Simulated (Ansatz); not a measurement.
Two isomers of C2H5BO: A = `BOC=C`, B = `B1CCO1`.

Calculated with Ansatz (gas phase, PBE0-D4/def2-TZVP geometries, no zero-point term in ΔE). CCSD(T)/CBS adds triple-zeta CCSD(T) − MP2 to the extrapolated MP2 energy (def2 sets, frozen cores). DFT in def2-TZVPP. B3LYP here is the variant with VWN-RPA as its local correlation; programs differ in this. One conformer a species, not always the lowest.

**Question.** Which isomer does CCSD(T)/CBS put lower? Give the gap. (Best estimate.)

**Answer.** Ansatz gave: B, by 29.4 kJ/mol.

**Question.** Give E(B) − E(A) in kJ/mol with B3LYP-D4, LDA (SPW92), B2PLYP, MP2/def2-TZVPP, PBE-D4, CCSD/def2-TZVPP, B3LYP. (Estimate.)

**Answer.** Computed: B3LYP-D4 -15.4, LDA (SPW92) -49.4, B2PLYP -21.3, MP2/def2-TZVPP -36.8, PBE-D4 -35.8, CCSD/def2-TZVPP -29.1, B3LYP -14.2. None reverses the order clearly.

**Question.** Does the order hold for the free energy at 298.15 K (harmonic terms from PBE0-D4)? (An estimate is asked.)

**Answer.** Computed: Yes: G(B) − G(A) = -18.5 kJ/mol, for one conformer each.

Largest T1 diagnostic: 0.014.

From PBE to PBE0 (25 % exact exchange), in def2-TZVPP and without D4, E(B) − E(A) moves by −6.2 kJ/mol. In def2-TZVPP, CCSD(T) changes the Hartree–Fock value by −23.3 kJ/mol (the triples alone add −0.2 kJ/mol) and MP2 by −30.8 kJ/mol.
